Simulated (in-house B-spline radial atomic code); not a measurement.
Values are calculated unless marked as measured or tabulated.
Making a Troullier-Martins s channel for Sc, r_c = 3.09 bohr

Sc, [Ar] 3d1 4s2, non-relativistic LDA (VWN5), spherical and spin-unpolarised, from a B-spline radial code for spherical atoms (atomic units). The all-electron 4s level is ε = -0.156479 hartree, its outermost node lies just inside 1.36 bohr and its outer maximum at 3.09 bohr.

Inside r_c the pseudo-orbital is u(r) = r^1 exp(p(r)), with p = c0 + c2 r² + c4 r⁴ + … + c12 r¹². The seven coefficients follow from p and its first four derivatives at r_c, from zero curvature of the screened potential at the origin, c4 = −c2²/(2l + 5), and from the norm inside r_c. At r_c the all-electron orbital has P = 0.5722265, P' = -0.000738053, the screened potential V = -0.3490433, V' = 0.2152579, V'' = -0.2138629, and the norm inside is Q = 0.3628639.

What are p, p' and p'' at r_c?

p = ln(P/r_c^1) = ln(0.5722265/3.09) = -1.68639. p' = P'/P − 1/r_c = -0.00129 − 0.32362 = -0.32491. The radial equation gives p'' = 2(V − ε) − 2(1) p'/r_c − p'² = -0.38513 − (-0.21030) − 0.10557 = -0.28040. Differentiating, p''' = 2V' + 2(1)p'/r_c² − 2(1)p''/r_c − 2p'p'' = 0.36173, and p'''' = 2V'' − 4(1)p'/r_c³ + 4(1)p''/r_c² − 2(1)p'''/r_c − 2p''² − 2p'p''' = -0.65746.

For a trial c2 the five matching conditions are linear in c0, c6, c8, c10 and c12, and c2 is varied until the norm inside r_c equals Q. The root nearest zero gives:

```json
{"n": "0", "c_n": "-2.419725"}
{"n": "2", "c_n": "0.3196153"}
{"n": "4", "c_n": "-0.02043079"}
{"n": "6", "c_n": "-0.005219927"}
{"n": "8", "c_n": "0.0009132751"}
{"n": "10", "c_n": "-5.615011e-05"}
{"n": "12", "c_n": "1.258252e-06"}
```

Check c4 and p(r_c), and find the screened pseudopotential at the origin.

−c2²/5 = -0.0204308, as listed. The terms c_n r_c^n are -2.41973, 3.05172, -1.86260, -4.54376, 7.59048, -4.45590, 0.95339, which sum to -1.68639. Inverting the radial equation, V_l(r) = ε + 1 p'/r + (p'' + p'²)/2, so V_l(0) = ε + (2l + 3) c2 = -0.156479 + 3 × (0.319615) = 0.8024 hartree, finite where the all-electron potential diverges.

Orbitals and screened potentials:

```tsv
r (bohr)	P	u	V all-electron	V pseudo
0.309	0.1187	0.02833	-31.62	0.8009
0.772	-0.2584	0.08239	-6.568	0.7488
1.236	-0.06875	0.1684	-2.484	0.5004
1.7	0.2333	0.2985	-1.228	0.008986
2.163	0.441	0.445	-0.719	-0.429
2.626	0.5444	0.5441	-0.4791	-0.4816
3.09	0.5722	0.5722	-0.349	-0.349
```

Logarithmic derivatives P'/P at R = 3.39 bohr, for energies E around ε:

| E − ε (hartree) | all-electron | pseudo |
| --- | --- | --- |
| -0.5 | 0.794947 | 0.788971 |
| -0.25 | 0.444117 | 0.441095 |
| -0.1 | 0.154371 | 0.153542 |
| 0 | -0.100283 | -0.100281 |
| 0.1 | -0.441343 | -0.44347 |
| 0.25 | -1.30232 | -1.33895 |
| 0.5 | -13.8632 | -36.0839 |

With P(R) = 0.5631438 and a norm of 0.4600207 inside R, what slope in energy does norm conservation fix?

d(P'/P)/dE = −2 × (norm inside R)/P(R)² = -2.9011 per hartree·bohr at E = ε, for both atoms, since orbital and norm agree at R. Differences over ±0.1 hartree give -2.9786 (all-electron) and -2.9851 (pseudo), which also hold third-order terms. Half a hartree below ε the two curves differ by -0.0060.
